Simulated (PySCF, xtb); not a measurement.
C4H7BF2, SMILES FB1CCC[C@H]1F.

xtb with GFN2-xTB at its own geometry gives an orbital gap of 4.21 eV and a dipole moment of 2.97 D.

The structure is a stationary point at PBE-D3(BJ)/def2-SVP. The structure was generated by enumeration; whether it is a known compound was not checked. One conformer was computed; it need not be the lowest.

Task: What does PySCF with CAM-B3LYP/def2-TZVP give? (Estimate from the structure and the level; the computed values follow.)

Result: gap 9.93 eV (levels -9.60 and 0.33 eV), dipole 2.46 D.
